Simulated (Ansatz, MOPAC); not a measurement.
System: SiN3H8 (charge +1, singlet). SMILES: N[SiH](N)[NH3+]

Atoms: N1, Si2, N3, N4, H5, H6, H7, H8, H9, H10, H11, H12. Bonds: N1-Si2, N1-H5, N1-H6, Si2-N3, Si2-N4, Si2-H7, N3-H8, N3-H9, N4-H10, N4-H11, N4-H12.

Bond lengths (Å) and angles (degrees) optimised at AM1 with MOPAC; PM3 with MOPAC; PM6 with MOPAC; MNDO with MOPAC; HF/STO-3G with Ansatz (a quantum-chemistry and plane-wave program); HF/6-31G* with Ansatz, each started from the B3LYP-D3(BJ)/def2-TZVP structure (Ansatz) of the last column. A row stands for all coordinates that are equal there; 12 of 24 kinds are shown. 6-31G* holds six Cartesian d functions. No wavenumbers were computed at MNDO, HF/STO-3G, so these may be saddle points.

```json
[
 {"coordinate": "N1-Si2", "AM1": "1.665", "PM3": "1.750", "PM6": "1.689", "MNDO": "1.678", "HF/STO-3G": "1.681", "HF/6-31G*": "1.674", "B3LYP-D3(BJ)/def2-TZVP": "1.673"},
 {"coordinate": "N1-H5", "AM1": "0.990", "PM3": "0.998", "PM6": "1.015 to 1.027", "MNDO": "0.991", "HF/STO-3G": "1.014", "HF/6-31G*": "0.999", "B3LYP-D3(BJ)/def2-TZVP": "1.009"},
 {"coordinate": "Si2-N3", "AM1": "1.665", "PM3": "1.750", "PM6": "1.689", "MNDO": "1.678", "HF/STO-3G": "1.681", "HF/6-31G*": "1.684", "B3LYP-D3(BJ)/def2-TZVP": "1.683"},
 {"coordinate": "Si2-N4", "AM1": "1.987", "PM3": "1.911", "PM6": "1.923", "MNDO": "1.943", "HF/STO-3G": "1.904", "HF/6-31G*": "1.934", "B3LYP-D3(BJ)/def2-TZVP": "1.930"},
 {"coordinate": "Si2-H7", "AM1": "1.457", "PM3": "1.490", "PM6": "1.439", "MNDO": "1.371", "HF/STO-3G": "1.421", "HF/6-31G*": "1.457", "B3LYP-D3(BJ)/def2-TZVP": "1.467"},
 {"coordinate": "N3-H8", "AM1": "0.989", "PM3": "0.998", "PM6": "1.015", "MNDO": "0.991", "HF/STO-3G": "1.014", "HF/6-31G*": "1.000", "B3LYP-D3(BJ)/def2-TZVP": "1.010"},
 {"coordinate": "N4-H10", "AM1": "1.013", "PM3": "1.007", "PM6": "1.032 to 1.036", "MNDO": "1.016", "HF/STO-3G": "1.035", "HF/6-31G*": "1.011", "B3LYP-D3(BJ)/def2-TZVP": "1.022"},
 {"coordinate": "N1-Si2-N3", "AM1": "117.6", "PM3": "117.6", "PM6": "119.8", "MNDO": "113.3", "HF/STO-3G": "116.8", "HF/6-31G*": "113.9", "B3LYP-D3(BJ)/def2-TZVP": "113.6"},
 {"coordinate": "N1-Si2-N4", "AM1": "101.3", "PM3": "99.1", "PM6": "106.0", "MNDO": "101.1", "HF/STO-3G": "101.7", "HF/6-31G*": "106.5", "B3LYP-D3(BJ)/def2-TZVP": "106.9"},
 {"coordinate": "N3-Si2-N4", "AM1": "101.3", "PM3": "99.1", "PM6": "106.0", "MNDO": "101.1", "HF/STO-3G": "101.7", "HF/6-31G*": "100.5", "B3LYP-D3(BJ)/def2-TZVP": "100.4"},
 {"coordinate": "Si2-N1-H5", "AM1": "124.7", "PM3": "119.9", "PM6": "130.0", "MNDO": "125.2", "HF/STO-3G": "121.7", "HF/6-31G*": "124.5", "B3LYP-D3(BJ)/def2-TZVP": "124.6"},
 {"coordinate": "Si2-N1-H6", "AM1": "124.3", "PM3": "120.0", "PM6": "120.7", "MNDO": "123.5", "HF/STO-3G": "121.1", "HF/6-31G*": "122.4", "B3LYP-D3(BJ)/def2-TZVP": "122.3"}
]
```

A range marks coordinates that this level makes unequal.

Mean signed difference of all 11 bond lengths from B3LYP-D3(BJ)/def2-TZVP: AM1 -0.008 Å, PM3 0.005 Å, PM6 0.006 Å, MNDO -0.016 Å, HF/STO-3G -0.001 Å, HF/6-31G* -0.007 Å.
